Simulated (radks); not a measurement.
Spherical jellium clusters: N electrons in a uniform positive sphere of charge N and radius rs N^(1/3), rs = 2.57 bohr. Method: non-relativistic Kohn-Sham, LDA (Slater exchange, Perdew-Wang correlation), spin-polarised, spherical densities; computed with a radial shooting solver with Libxc functionals. Levels are named by radial order and angular momentum (1s, 1p, 1d, 2s, ...), and open shells are averaged over m.

N = 4, configuration 1s2 1p(up 2, down 0). This is the lowest configuration that the search found. Occupied and some empty levels:

| level | occupation | eigenvalue (eV) | <r> (bohr) |
|---|---|---|---|
| 1s up | 1 | -6.8787 | 3.084 |
| 1s down | 1 | -6.0546 | 3.065 |
| 1p up | 2 | -3.2638 | 4.315 |
| 1p down | 0 | -2.4453 | 4.510 |
| 2s up | 0 | -0.83530 | 7.580 |
| 2s down | 0 | -0.56163 | 8.493 |
| 1d up | 0 | -0.23113 | 7.217 |

Energy (eV): total -3.11235, kinetic 13.839, external -115.85, Hartree 53.287, exchange-correlation -18.424, background 64.033.
